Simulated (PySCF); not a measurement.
Te(SeH)2 (H₂Se₂Te), SMILES [Te]([SeH])[SeH].

Geometry: B3LYP-D3(BJ)/def2-SVP. This is a generated structure with no PubChem entry under its InChIKey; it may be hypothetical. The def2 effective core potentials stand for the cores of Te; spin–orbit coupling is left out. One conformer was computed; it need not be the lowest.

Two levels are set side by side: TDA-PBE/def2-SVPD (PySCF) and TDA-M06-2X/def2-SVPD (PySCF). Vertical, same geometry. The lowest singlet is HOMO→LUMO 99 % with PBE and HOMO→LUMO 97 % with the other functional; states are paired by order. Differences are taken from unrounded values.

```
quantity                               TDA-M06-2X
-------------------------------------  ----------
lowest singlet excitation (eV)               3.25
lowest triplet excitation (TDA) (eV)         2.61
first bright state (f over 0.05) (eV)        5.13
its oscillator strength                      0.15
```

Problem. What does TDA-PBE give, and how far is it from TDA-M06-2X? (An estimate is asked for; the answer gives what the named calculation found.)

Solution. 
```tsv
quantity	TDA-PBE	TDA-PBE minus TDA-M06-2X
lowest singlet excitation (eV)	2.93	-0.32
lowest triplet excitation (TDA) (eV)	2.33	-0.28
first bright state (f over 0.05) (eV)	4.22	-0.90
its oscillator strength	0.11	-0.04
```

Functionals without exact exchange tend to place singlet excitations lower, as here. Differences between two approximate levels are no errors against the true value.

Rough cost on one machine, each run with all the roots and properties that it gave: TDA-M06-2X against TDA-PBE about 8 times.
